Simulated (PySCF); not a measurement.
Computed data sheet: 3-sulfolene, `O=S1(=O)CC=CC1`

3-sulfolene, C4H6O2S.
Numbering: `[O:1]=[S:2]1(=[O:3])[CH2:4][CH:5]=[CH:6][CH2:7]1` (hydrogens: H8, H9 on C4; H10 on C5; H11 on C6; H12, H13 on C7)

Some functional groups and rings: C=C double bond and sulfone.

**PBE0-D3(BJ)/def2-SVP geometry optimisation, gas phase (PySCF)**

```
Point group                  : Cs
Rotational constants A, B, C : 3.986, 2.130, 1.984 GHz
```

**wB97X-D/def2-SVPD ground state, ΔSCF and vertical TDDFT (core frozen in the response) (PySCF)**

```
Dipole moment                                                     : 4.99 D
HOMO energy                                                       : -10.07 eV
LUMO energy                                                       : 1.12 eV
HOMO–LUMO gap                                                     : 11.19 eV
Lowest singlet excitation                                         : 6.83 eV (182 nm, f = 0.017)
Strongest line among the 10 lowest singlet transitions            : S2 at 7.07 eV (175 nm, f = 0.155)
Lowest triplet excitation (Tamm–Dancoff)                          : 4.36 eV
Static isotropic polarisability                                   : 69.4 au
Vertical ionisation energy                                        : 10.33 eV
Electronic spatial extent ⟨r²⟩ about the centre of nuclear charge : 728 bohr²
```

From HF/pcSseg-2 ground state and GIAO shieldings, non-relativistic (PySCF):

```
13C chemical shifts (computed TMS as zero) by class         : 136.3 (C5/C6), 53.2 (C4/C7) ppm
1H chemical shifts (computed TMS as zero) by class          : 6.22 (H10/H11), 3.21 (H8/H9/H12/H13) ppm
Isotropic shieldings of nuclei other than C and H, by class : 154 (O1/O3), 160 (S2) ppm
```

Monoisotopic mass from the formula: 118.0089 u.

The largest Löwdin shares of the HOMO are 0.33 on C5, 0.33 on C6, 0.08 on C7 and 0.08 on C4. The rotational constants make it an asymmetric top with κ = (2B − A − C)/(A − C) = -0.85, nearer the prolate limit (−1). The ΔSCF ionisation energy exceeds −ε(HOMO) by 0.26 eV with wB97X-D. The dipole equals about 16.6 × 10⁻³⁰ C·m (1 D = 3.33564 × 10⁻³⁰ C·m). No computed singlet falls in the visible range (750 to 380 nm, 1.65 to 3.26 eV); S1 lies 3.57 eV above its blue end. With B = h/(8π²I), that is 505.379 GHz u Å² over I, the principal moments of inertia are 126.8, 237.3 and 254.7 u Å² (most abundant isotopes); the inertial defect Ic − Ia − Ib is -109.4 u Å² (zero for a rigid planar frame, negative otherwise). The polarisability is 10.29 Å³ as a volume (1 au = 0.148185 Å³), or 1.12 au for each of the 62 electrons. The 10 singlets span 6.83 to 8.44 eV, and their oscillator strengths add up to 0.23.

 NMR classes are plain means over equivalent atoms (diastereotopic ones count apart unless rotation or inversion swaps them), as if these changed places fast; in this geometry the members of some classes differ.

One conformer stands for the species.
